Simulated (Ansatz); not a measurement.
Cost and result up the ladder for Sn₂H₆ (8 atoms). The state is a singlet with charge 0. Geometry: PBE0-D4/def2-TZVP.

```xyz
8

Sn    0.0720    0.9023    1.0443
H     1.4047    1.9503    0.8448
H    -1.3459    1.8499    1.1211
H     0.2513    0.0877    2.5338
Sn   -0.0720   -0.9023   -1.0443
H    -1.3840   -1.9727   -0.8269
H     1.3603   -1.8260   -1.1429
H    -0.2865   -0.0892   -2.5299
```

Ansatz on 2 threads of Arm Neoverse N1 on a shared host. Times are rough, and most runs start from the orbitals of an earlier one. r2SCAN0-D4/def2-TZVP serves as the yardstick here, not as an exact answer. Differences are given only for rows in sets of like size (and for xTB, whose basis is part of the method), since another set adds its own error. Binding counts from free atoms at the same level (Sn triplet, H doublet; other spins of the atoms weren't run), without zero-point energy or a counterpoise term.

In the def2 sets Sn takes a core potential, while STO-3G treats all electrons; there is no spin–orbit coupling. LC-ωPBE has ω = 0.4 bohr⁻¹. Correlated methods freeze 8 core orbitals; core or outer-core shells of Sn are correlated, in sets that lack core-valence functions.

Correlated methods converge slowly with the basis.

| level | functions | wall time | binding energy per atom (eV) | difference from r2SCAN0-D4/def2-TZVP (eV) |
| --- | --- | --- | --- | --- |
| HF/STO-3G | 60 | 0.95 s | 3.10 | – |
| PBE-D4/def2-SVP | 82 | 1.4 s | 2.22 | – |
| HF/def2-TZVP | 136 | 1.6 s | 1.65 | -0.62 |
| PBE-D4/def2-TZVP | 136 | 2.3 s | 2.23 | -0.04 |
| PBE0-D4/def2-SVP | 82 | 2.4 s | 2.22 | – |
| revPBE-D4/def2-TZVP | 136 | 2.5 s | 2.19 | -0.08 |
| BLYP-D4/def2-TZVP | 136 | 2.8 s | 2.24 | -0.03 |
| LC-ωPBE/def2-TZVP | 136 | 3 s | 2.26 | -0.02 |
| MP2/def2-TZVP | 136 | 3.1 s | 2.09 | -0.18 |
| PBE0-D4/def2-TZVP (with forces) | 136 | 5.5 s | 2.24 | -0.03 |
| r2SCAN-D4/def2-TZVP | 136 | 5.5 s | 2.28 | 0.01 |
| r2SCAN0-D4/def2-TZVP | 136 | 6.5 s | 2.27 | 0.00 |
| CCSD(T)/def2-TZVPP | 184 | 2.9 min | 2.28 | 0.01 |
